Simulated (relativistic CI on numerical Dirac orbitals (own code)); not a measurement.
Computed by Dirac-Coulomb-Breit CI, KLI orbitals optimised for each configuration, QED by a radiative potential, unscaled Slater integrals (own radial code, finite nucleus).

Configurations in the expansion (outside the closed core [Kr]): 4d¹⁰4f5s², 4d¹⁰5s²5p, 4d¹⁰4f5s5p, 4d¹⁰4f³, 4d¹⁰4f²5s, 4d¹⁰5s5p², 4d¹⁰4f²5p, 4d¹⁰4f5s5d, 4d¹⁰5s²5d, 4d¹⁰4f²5d, 4d¹⁰4f5s5f, 4d¹⁰4f5p5d, 4d¹⁰5s²6s, 4d¹⁰4f5s5g, 4d⁹4f²5s², 4d¹⁰4f²6s, 4d¹⁰5s5d², 4d¹⁰5s5p5f, 4d¹⁰5s²5f, 4d¹⁰5s²6p, 4d¹⁰4f5p6s, 4d¹⁰4f²5f, 4d¹⁰4f5s6s, 4d¹⁰5s²6d, 4d¹⁰4f5s6p, 4d¹⁰5s5d6s, 4d¹⁰4f²5g, 4d¹⁰5s²5g, 4d¹⁰4f5p², 4d¹⁰5p³, 4d¹⁰5p²5d, 4d¹⁰5s5p5d, 4d¹⁰5p5d², 4d¹⁰5p5d5f, 4d¹⁰4f5d², 4d¹⁰5d³, 4d¹⁰5s5p6s, 4d¹⁰5p²6s, 4d¹⁰5p5d6s, 4d¹⁰5p5f6s, 4d¹⁰4f5f², 4d¹⁰5p5f², 4d¹⁰5d5f², 4d¹⁰4f5p5f, 4d¹⁰5p²5f, 4d¹⁰5s5p5g, 4d¹⁰5p²5g, 4d¹⁰5p5d5g, 4d¹⁰5p5f5g. Double excitations out of closed p, d and f shells are left out; levels of such configurations are missing from the list, as are those of other unlisted configurations, and high levels can miss mixing partners. Some configurations lack a partner that the ground configuration has and come out too high, among them 4d⁹4f²5s², 4d¹⁰5s²6p, 4d¹⁰5s²6d, 4d¹⁰5s²6s, 4d¹⁰5s²5f.

At this charge transitions that keep the count of f electrons are usually good to a few per cent. Terms inside the open d or f shell come out 10 to 20 % too wide with unscaled integrals. Levels and lines within the n = 5 or 6 shells can be off by up to 10 % or somewhat more, and those that change n by about 2 %, since core polarisation is missing. Levels that differ in their count of f electrons can be misplaced by several ten thousand cm⁻¹, since the correlation energy of f electrons is missing or only estimated; rates across such gaps can be off by orders of magnitude.

Outline of the computed level scheme of Nd XII. Lowest level of each configuration: 4d¹⁰4f5s² ²F°5/2 at 0.0000 eV; 4d¹⁰5s²5p ²P°1/2 at 6.0161 eV; 4d¹⁰4f²5s ⁴H7/2 at 15.0419 eV; 4d¹⁰4f5s5p ⁴G5/2 at 17.7465 eV.

Some strong electric-dipole decays among the lowest 45 levels: 4d¹⁰4f5s5p ²G7/2 → 4d¹⁰4f5s² ²F°7/2 (5.1e+08 s⁻¹); 4d¹⁰4f5s5p ²D5/2 → 4d¹⁰4f5s² ²F°5/2 (3.2e+08 s⁻¹); 4d¹⁰4f5s5p ²F7/2 → 4d¹⁰4f5s² ²F°5/2 (2.8e+08 s⁻¹); 4d¹⁰4f²5s ²S1/2 → 4d¹⁰5s²5p ²P°1/2 (2.7e+08 s⁻¹); 4d¹⁰4f5s5p ⁴F9/2 → 4d¹⁰4f5s² ²F°7/2 (2.7e+08 s⁻¹); 4d¹⁰4f5s5p ⁴F5/2 → 4d¹⁰4f5s² ²F°5/2 (2.3e+08 s⁻¹); 4d¹⁰4f5s5p ⁴F3/2 → 4d¹⁰4f5s² ²F°5/2 (2.2e+08 s⁻¹); 4d¹⁰4f5s5p ²F5/2 → 4d¹⁰4f5s² ²F°5/2 (2.0e+08 s⁻¹).

LS names give the leading component of a level, which can be under half, so a name can repeat, a term be missing and a line seem to break the LS rules.
